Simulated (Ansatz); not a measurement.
The same hydrogenolysis along the group B, Al, Ga.

Gas-phase electronic energies from Ansatz, PBE0-D4/def2-TZVP geometries. CCSD(T)/CBS adds triple-zeta CCSD(T) − MP2 to the extrapolated MP2 energy (def2 sets, frozen cores). This one scheme is used for every species. Functionals use def2-TZVPP. For Ga outer-core shells are correlated without core-valence functions, which leaves a few kJ/mol of doubt a bond. Scalar relativity is left out up to krypton. One conformer a species, not always the lowest.

| reaction | CCSD(T)/CBS(def2) (kJ/mol) |
| --- | --- |
| `[SiH3]BO[SiH3]` + H₂ → `BO[SiH3]` + SiH₄ | -43 |
| `[SiH3][O][AlH][SiH3]` + H₂ → `[AlH2][O][SiH3]` + SiH₄ | -14 |
| `[SiH3][O][GaH][SiH3]` + H₂ → `[SiH3][O][GaH2]` + SiH₄ | ? |

Question: Fill in the missing values. (Estimate.)

Answer: The calculation gave: `[SiH3][O][GaH][SiH3]` + H₂ → `[SiH3][O][GaH2]` + SiH₄: +2.3 kJ/mol.

Largest T1 diagnostic: 0.014, for `[SiH3][O][GaH][SiH3]`.
